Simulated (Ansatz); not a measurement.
Input for Ansatz (a program for electronic structure): R-B3LYP/def2-TZVPP on CH3BeF (SMILES [CH3][Be][F]), atoms moved off the minimum.

Ansatz 0.2 input:
```yaml
crystal:
  periodic: [false, false, false]
  atoms:
    - {symbol: Be, position_ang: [-0.09459599, 0.08257630, -0.07585560]}
    - {symbol: F, position_ang: [-0.34471692, 1.10176448, -1.05288118]}
    - {symbol: C, position_ang: [0.30522500, -1.06848097, 0.92881704]}
    - {symbol: H, position_ang: [0.43199247, -1.95872197, 0.45351309]}
    - {symbol: H, position_ang: [-0.39988981, -1.24626267, 1.83328873]}
    - {symbol: H, position_ang: [1.23428148, -0.96575236, 1.53431092]}
basis:
  gaussian:
    orbitals: def2-TZVPP
hamiltonian:
  xc: {name: B3LYP}
scf: {lower_state_search: off}
output: {forces: true}
```

It printed:

```
WARN ansatz: RAYON_NUM_THREADS=2 ignored (pool sized by the plan → 2); use --threads N
Functional definition: B3LYP
these checks for a lower state are left out or cut short: stability, starts, cluster_reference, orbital_swaps, neighbouring_geometries, increment
integrals: 0.03 GiB planned
654 factors; their error is unknown
mean field: 0.32 GiB planned
mean field evaluation 1: about -4199.3570 eV, gradient 6.8e1 eV
mean field evaluation 2: about -4190.4739 eV, gradient 9.5e1 eV
mean field evaluation 4: about -4208.1984 eV, gradient 4.9e0 eV
mean field evaluation 8: about -4208.2509 eV, gradient 3.0e-2 eV
mean field evaluation 16: about -4208.2509 eV, gradient 7.6e-6 eV
mean field -4208.25092214 eV, -154.6503689339 hartree, gradient 7.6e-6 eV, S^2 0.000000; 0 other end points of the search recorded, 0 dependent functions left out
the calculation of the forces begins
reference -4208.25115648 eV, -154.6503775457 hartree; 11, 11 occupied and 112, 112 virtual orbitals, 654 factors
Total energy: -4208.25115648 eV, -154.6503775457 hartree
Atom 0 at    -0.094596     0.082576    -0.075856 Å, force    -0.530552     2.609193    -2.125843 eV/Å
Atom 1 at    -0.344717     1.101764    -1.052881 Å, force     0.171685    -1.079450     1.039528 eV/Å
Atom 2 at     0.305225    -1.068481     0.928817 Å, force    -0.136693     0.664167     4.889608 eV/Å
Atom 3 at     0.431992    -1.958722     0.453513 Å, force     0.127297    -2.810072    -1.408888 eV/Å
Atom 4 at    -0.399890    -1.246263     1.833289 Å, force     0.510426     0.202772    -1.674672 eV/Å
Atom 5 at     1.234281    -0.965752     1.534311 Å, force    -0.142163     0.413389    -0.719733 eV/Å
Dipole moment:     0.040437    -0.267761     0.250679 e Å
Checks for a lower state left out: stability, starts, cluster_reference, orbital_swaps, neighbouring_geometries, increment
```

The calculation finished and met its thresholds.

Cost: around 1.4 core-seconds (rough).
